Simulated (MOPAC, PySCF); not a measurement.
C2H6BBr, SMILES `BrB(C)C`, neutral singlet in the gas phase. 

Cartesian coordinates (Å):
```xyz
10

C      1.2872    -0.3394    -0.3313
B      0.0573     0.4986     0.1257
C     -1.3421    -0.1037     0.4451
Br     0.2867     2.4262     0.3088
H      1.8399    -0.6232     0.5749
H      1.9880     0.2037    -0.9647
H      0.9960    -1.2728    -0.8188
H     -1.2758    -1.1372     0.7942
H     -1.9016    -0.1364    -0.5001
H     -1.9382     0.4833     1.1427
```
Charge 0, spin multiplicity 1.

All levels are single points at this geometry (B3LYP-D3(BJ)/def2-TZVP); Pople sets use spherical d functions. Orbital energies aren't observables, and empty levels follow the basis.

AM1 in MOPAC gives dipole (D) = 2.40.

Problem. Estimate the dipole (D) from each of these levels: ωB97X-D3(BJ)/def2-TZVP in PySCF; B3LYP/LANL2DZ in PySCF; M06-2X/6-31G* in PySCF; PBE/6-31G* in PySCF; SVWN5/6-31G* in PySCF; HF/6-31G* in PySCF; PM3 in MOPAC; PM7 in MOPAC.

Solution. 
```
level                            dipole (D)
-------------------------------  ----------
ωB97X-D3(BJ)/def2-TZVP in PySCF        1.92
B3LYP/LANL2DZ in PySCF                 2.18
M06-2X/6-31G* in PySCF                 2.11
PBE/6-31G* in PySCF                    1.97
SVWN5/6-31G* in PySCF                  2.05
HF/6-31G* in PySCF                     2.19
PM3 in MOPAC                           2.93
PM7 in MOPAC                           2.33
```
